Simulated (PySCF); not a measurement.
C2H6BFO2, SMILES OCB(F)CO. Coordinates come from a PBE-D3(BJ)/def2-SVP optimisation. The structure was generated by enumeration, and PubChem lists no compound with its InChIKey, so it may never have been made. One conformer was computed; it need not be the lowest.

Computed equilibrium geometry at PBE-D3(BJ)/def2-SVP (PySCF confirms it by a frequency run) as a Z-matrix, and its point group (one conformer of several):
point group C2.
```
B
F 1 1.3530
C 1 1.5743 2 117.14
H 3 1.1141 1 109.82 2 141.82
O 3 1.4179 4 108.21 1 127.76
H 5 0.9748 3 106.85 4 -159.65
H 3 1.1287 4 103.37 5 119.58
C 1 1.5743 2 117.14 6 178.06
H 8 1.1141 1 109.82 2 141.82
O 8 1.4179 9 108.21 1 127.76
H 10 0.9748 8 106.85 9 -159.65
H 8 1.1287 9 103.37 10 119.58
```
Charge 0, spin multiplicity 1.
